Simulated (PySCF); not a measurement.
# Bond length, frequency and bond energy of PPt by level of theory

State: ²Π (doublet), unpaired electrons π ↑. Set-up: PySCF, scalar-relativistic core potentials, basis sets P def2-TZVPP, Pt def2-TZVPP with ECP60. De refers to P + Pt (5d9 6s1) in their high-spin ground configurations, without counterpoise correction. The functionals are run spin-unrestricted. A positive dipole means P(−)Pt(+). Levels whose curve was spin-contaminated or gave no clean fit are not listed.

```json
{"Level": "UHF-CCSD", "Re (Å)": "2.029", "ωe (cm⁻¹)": "565", "De (eV)": "3.24", "μ (D)": "n/a", "CPU s a point (SCF and correlation, without the integrals)": "n/a"}
{"Level": "PBE", "Re (Å)": "2.045", "ωe (cm⁻¹)": "538", "De (eV)": "4.46", "μ (D)": "0.20", "CPU s a point (SCF and correlation, without the integrals)": "1.9"}
{"Level": "revPBE", "Re (Å)": "2.051", "ωe (cm⁻¹)": "531", "De (eV)": "4.15", "μ (D)": "0.27", "CPU s a point (SCF and correlation, without the integrals)": "1.2"}
{"Level": "r²SCAN", "Re (Å)": "2.029", "ωe (cm⁻¹)": "560", "De (eV)": "4.15", "μ (D)": "0.45", "CPU s a point (SCF and correlation, without the integrals)": "4.6"}
{"Level": "r²SCANh", "Re (Å)": "2.024", "ωe (cm⁻¹)": "562", "De (eV)": "3.90", "μ (D)": "0.53", "CPU s a point (SCF and correlation, without the integrals)": "4.7"}
{"Level": "B3LYP", "Re (Å)": "2.042", "ωe (cm⁻¹)": "540", "De (eV)": "3.77", "μ (D)": "0.31", "CPU s a point (SCF and correlation, without the integrals)": "6.6"}
{"Level": "PBE0", "Re (Å)": "2.026", "ωe (cm⁻¹)": "562", "De (eV)": "3.71", "μ (D)": "0.58", "CPU s a point (SCF and correlation, without the integrals)": "4.4"}
{"Level": "B97-3", "Re (Å)": "2.032", "ωe (cm⁻¹)": "550", "De (eV)": "3.76", "μ (D)": "0.65", "CPU s a point (SCF and correlation, without the integrals)": "2.4"}
{"Level": "ωB97X", "Re (Å)": "2.026", "ωe (cm⁻¹)": "565", "De (eV)": "3.59", "μ (D)": "0.96", "CPU s a point (SCF and correlation, without the integrals)": "4.5"}
```

What does a quarter of exact exchange do here, going from PBE to PBE0?

PBE0 less PBE: -1.9 pm in Re, +4.5 % in ωe, -0.75 eV in De. Exact exchange removes part of the self-interaction that spreads semilocal densities, and in most molecules shortens and stiffens the bond and lowers De; so it does here.

What does the step from GGA to meta-GGA do here, going from PBE to r²SCAN?

r²SCAN less PBE: -1.6 pm in Re, +4.1 % in ωe, -0.31 eV in De. 

Correlated steps freeze 5 core orbitals. The metal atom is held in its measured ground configuration; semilocal functionals can put another filling of s and d lower by some tenths of an eV, and De to that atom would be smaller. These are scalar-relativistic numbers at best; spin–orbit coupling would shift them, the dissociation energy most. The CCSD T1 diagnostic is raised, a sign that a single reference may not be enough here. With d or f electrons several states lie close, and the lowest PBE0 determinant need not be the measured ground state.

The whole job (state search and all levels along the bond) took about 22 min on 2 threads of Arm Neoverse V2 (shared host), peak memory 4.1 GiB.
